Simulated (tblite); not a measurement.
C₆H₆N₂.
Geometry (GFN2-xTB, Å), atoms numbered from 1 in this order:
```xyz
14
C6H6N2 angstrom
C     -1.9136    2.3228   -1.0941
N     -1.0246    1.6365   -0.7657
C     -0.0022    0.8486   -0.3894
C      1.3578    1.0688   -0.4691
C      1.9760   -0.0726    0.0615
C      0.9823   -0.9390    0.4424
N     -0.2215   -0.3809    0.1689
C     -1.5138   -0.9568    0.4128
H      1.8323    1.9457   -0.8617
H      3.0307   -0.2383    0.1525
H      1.0503   -1.9114    0.8887
H     -2.0932   -0.3263    1.0921
H     -2.0721   -1.0569   -0.5213
H     -1.3889   -1.9407    0.8601
```

All values are computed: GFN2-xTB (tblite) harmonic vibrations without scaling, gas phase. Errors from tens to a few hundred cm⁻¹ against measured bands are possible.

How many normal modes are there?

14 atoms, non-linear: 3N − 6 = 36.

What is the point group of the computed structure, and how do the modes divide by symmetry?

Cs. The vibrations span 24 a′ + 12 a″.

How many distinct wavenumbers does the calculation give?

36: Cs has no degenerate species.

How many fundamentals are allowed in the infrared by symmetry?

36 of 36: in Cs every mode is allowed. All fundamentals are allowed in the Raman spectrum.

Which of the modes above 1550 cm⁻¹ are stretches that can be named?

C≡N 2181; sp3 C–H 2971, 2990, 3042; aromatic C–H 3162, 3174, 3183 cm⁻¹.

Zero-point energy?

½Σν̃ = 23204 cm⁻¹ = 2.877 eV (35 modes), 1.283 eV of it from above 1550 cm⁻¹. The slightly imaginary mode (15.8i cm⁻¹) is left out.

How are the modes spread over the spectrum?

2 under 200 cm⁻¹; 7 from 200 to 600 cm⁻¹; 5 from 600 to 1000 cm⁻¹; 14 from 1000 to 1550 cm⁻¹; 1 from 2000 to 2600 cm⁻¹; 6 above 2600 cm⁻¹. The slightly imaginary mode (15.8i cm⁻¹) is left out.

Treat the C≡N stretch at 2181 cm⁻¹ as a diatomic oscillator. What force constant follows?

With μ = 6.462 u, k = μ(2πcν̃)² = 1810 N/m; the bond's atoms carry 99 % of the mode, and this is an estimate.
